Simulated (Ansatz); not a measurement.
Correlation energies of CH₈O₄Si₂ (`C[SiH](O)[Si](O)(O)O`) by basis set

Z-matrix (Å, degrees):
```
C
Si 1 1.861
H 1 1.092 2 110.9
H 1 1.093 2 110.4 3 120.2
H 1 1.093 2 110.5 3 -120.3
O 2 1.656 1 108.8 3 -64.4
Si 2 2.349 1 113.9 3 54.8
H 2 1.498 1 108.4 3 175.7
H 6 0.960 2 114.5 1 143.9
O 7 1.646 2 101.1 1 -142.2
O 7 1.642 2 116.4 1 -26.0
O 7 1.649 2 114.4 1 95.2
H 10 0.960 7 118.0 2 166.9
H 11 0.959 7 116.2 2 103.4
H 12 0.958 7 117.3 2 44.2
```

The species carries charge 0 and has multiplicity 1. Geometry: relaxed with PBE0-D4/def2-TZVP. It is one conformer, not always the lowest. Frozen core, restricted reference, the Gaussian-basis code of Ansatz. CBS rows extrapolate triple and quadruple zeta; past MP2 they add the triple-zeta difference.

```
     basis     HF (Eh)  MP2 corr.  CCSD corr.       (T)  CCSD(T) total
def2-TZVPP  -920.25378   -1.37558    -1.41482  -0.05121     -921.71981
def2-QZVPP  -920.28910   -1.48595           –         –              –
 CBS(def2)  -920.29397   -1.56771    -1.60695     as TZ     -921.95213
```
